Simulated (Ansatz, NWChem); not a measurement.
**Ligand exchange: SiH3I + SiH3(InH2) → SiH3(SiH3) + InH2I**

Species: SiH3I `[SiH3]I`, singlet; SiH3(InH2), singlet; SiH3(SiH3) (disilane), singlet; InH2I `[InH2][I]`, singlet. The partners trade I for SiH3: Si–I and In–SiH3 bonds give way to Si–SiH3 and In–I.

Shapes, held fixed at every level: PBE0-D4/def2-TZVP. Programs: Ansatz 0.2.0. Electronic energies: no zero-point or thermal term.

```
                level                   kind  ΔE (kJ/mol)  less CCSD(T)/def2-TZVPP
          HF/def2-SVP           Hartree–Fock        -61.9                    -12.2
  BHLYP-D4/def2-TZVPP          global hybrid        -54.2                     -4.5
r2SCAN0-D4/def2-TZVPP          global hybrid        -52.3                     -2.6
         MP2/def2-SVP    perturbation theory        -59.9                    -10.2
     CCSD(T)/def2-SVP  coupled cluster or CI        -59.4                     -9.7
        CCSD/def2-SVP  coupled cluster or CI        -59.5                     -9.8
      CCSD/def2-TZVPP  coupled cluster or CI        -50.0                     -0.3
   CCSD(T)/def2-TZVPP  coupled cluster or CI        -49.7                      0.0
```

The highest level, CCSD(T)/def2-TZVPP, gives ΔE = -49.7 kJ/mol; the levels span -61.9 to -49.7. The column of differences is taken from that level and isn't an error. No measured value is set beside it here. For atoms past krypton def2 sets carry core potentials with scalar relativity. Outer-core shells of I, In are correlated, in sets that cover them unevenly.
